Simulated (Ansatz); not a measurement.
System: ScF2, net charge 1, singlet state. The spin state was set by rule; other spins were not relaxed. 
Coordinates optimised at B3LYP-D3(BJ)/def2-TZVP (Ansatz, an electronic-structure program):
```xyz
3

Sc     0.4393     0.0187    -0.0552
F     -0.6793     1.1107    -0.8802
F     -0.3456    -1.1543     1.0090
```
Charge +1, spin multiplicity 1.

Basis-set convergence of Hartree-Fock and CCSD(T) correlation energies (hartree) with Ansatz. Valence correlation only, unless marked. No spin-orbit coupling. Frozen are the shells of the preceding noble gas and the d and f shells that filled before the atom's block. No relativistic terms.

```tsv
basis	functions	E(HF)	E(corr, CCSD(T))	rough core time
def2-SVPD	80	-958.29712	-0.46494	under 20 s
def2-TZVPPD	147	-958.63668	-0.58845	under 20 s
def2-QZVPPD	225	-958.65904	-0.63489	40 s
```

Extrapolating the two largest sets (X = 3 and 4) as X^-3: E(corr) = (64·(-0.63489) - 27·(-0.58845))/37 = -0.6688 Eh, an estimate of the basis-set limit. The largest set recovers 94.9 % of it, the smallest 69.5 %.
